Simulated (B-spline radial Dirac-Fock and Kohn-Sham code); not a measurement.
**How core holes in La³⁺ decay**

System: lanthanum as La³⁺, configuration [Kr] 4d10 5s2 5p6, inside a Watson sphere of charge -3 and radius 1.6 Å (a model of the Madelung potential; inside it an electron's potential energy is raised by 27.0 eV).

Model: a relativistic independent-particle model: LDA orbitals of the hole state, radiative multipoles to third order, Auger rates from the Coulomb interaction with a continuum orbital, Dirac-Fock energies. Program: a B-spline atomic structure program.

Partial widths are in eV. Coster-Kronig decay leaves a hole in the same principal shell; its rates are the weakest part of the model, often 1.5 to 2.5 times too large and more for N holes. Holes without an open Auger channel, or with an unreliable SCF state, are not listed.

| hole | radiative | Auger | Coster-Kronig | total | fluorescence yield | lifetime (fs) |
| --- | --- | --- | --- | --- | --- | --- |
| K (1s) | 12.5 | 1.29 | 0 | 13.8 | 0.907 | 0.0476 |
| L1 (2s) | 0.225 | 1.60 | 2.04 | 3.86 | 0.0584 | 0.171 |
| L2 (2p1/2) | 0.372 | 2.42 | 0.601 | 3.39 | 0.110 | 0.194 |
| L3 (2p3/2) | 0.349 | 2.78 | 0 | 3.13 | 0.112 | 0.210 |
| M1 (3s) | 0.00691 | 0.564 | 8.88 | 9.45 | 0.000731 | 0.0696 |
| M2 (3p1/2) | 0.00674 | 0.644 | 4.88 | 5.53 | 0.00122 | 0.119 |
| M3 (3p3/2) | 0.00679 | 0.680 | 4.85 | 5.54 | 0.00123 | 0.119 |
| M4 (3d3/2) | 0.000453 | 0.737 | 0 | 0.738 | 0.000614 | 0.892 |
| M5 (3d5/2) | 0.000379 | 0.752 | 0 | 0.753 | 0.000504 | 0.875 |
| N1 (4s) | 0.000223 | 0.0975 | 6.99 | 7.09 | 3.15e-05 | 0.0928 |
| N2 (4p1/2) | 0.000440 | 0.101 | 2.43 | 2.53 | 0.000174 | 0.260 |
| N3 (4p3/2) | 0.000344 | 0.106 | 2.87 | 2.98 | 0.000116 | 0.221 |
| N4 (4d3/2) | 2.29e-05 | 0.0925 | 0 | 0.0925 | 0.000248 | 7.12 |
| N5 (4d5/2) | 2.02e-05 | 0.0968 | 0 | 0.0968 | 0.000209 | 6.80 |

Values without a named source are computed, but for edge energies of neutral atoms, which are taken from tables.
